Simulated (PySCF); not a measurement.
C4H9B.
SMILES with atom numbers: `[BH2:1]/[C:2]([CH3:3])=[CH:4]\[CH3:5]` (hydrogens: H6, H7 on B1; H8, H9, H10 on C3; H11 on C4; H12, H13, H14 on C5)

A GFN2-xTB structure was refined with PySCF 2.14.0, PBE0-D3(BJ)/def2-SVP geometry optimisation, gas phase. Its GFN2-xTB values:

| coordinate | GFN2-xTB |
| --- | --- |
| B1–C2 | 1.560 Å |
| B1–H6 | 1.183 Å |
| B1–H7 | 1.148 Å |
| C2–C3 | 1.496 Å |
| C2=C4 | 1.322 Å |
| C3–H8 | 1.095 Å |
| C4–C5 | 1.525 Å |
| C4–H11 | 1.080 Å |
| C5–H12 | 1.100 Å |
| B1–C2–C3 | 116.1° |
| B1–C2–C4 | 127.7° |
| C2–C4–C5 | 126.6° |
| C3–C2–C4 | 116.2° |

Task: How do these coordinates change at the PBE0-D3(BJ)/def2-SVP level?

Result: 
| coordinate | PBE0-D3(BJ)/def2-SVP (Å or °) | change |
| --- | --- | --- |
| B1–H7 | 1.212 | +0.064 |
| C4–C5 | 1.487 | -0.038 |
| C2=C4 | 1.359 | +0.037 |
| B1–H6 | 1.209 | +0.026 |
| C4–H11 | 1.102 | +0.022 |
| B1–C2 | 1.543 | -0.017 |
| C2–C3 | 1.509 | +0.013 |
| C3–H8 | 1.102 | +0.007 |
| C5–H12 | 1.103 | +0.003 |
| B1–C2–C4 | 122.0 | -5.7 |
| C3–C2–C4 | 119.2 | +3.0 |
| B1–C2–C3 | 118.8 | +2.7 |
| C2–C4–C5 | 128.9 | +2.3 |

The energy falls by 0.202 eV over 11 energy and gradient evaluations, the largest force component goes from 0.0627 to 2.4e-04 Eh/bohr, and the atoms move by 0.045 Å rms after alignment. The bond that changes most is B1–H7 (three-coordinate boron to B–H hydrogen), which lengthens by 0.064 Å. Bonds longer at the end by more than 0.005 Å: 8 of 13; shorter: 2. Rotational constants go from 8294, 3651, 2616 to 8385, 3591, 2595 MHz.

The run used 115 basis functions and 70 SCF cycles in all.

No PBE0-D3(BJ)/def2-SVP frequencies stand behind this structure, so it isn't proved a minimum.
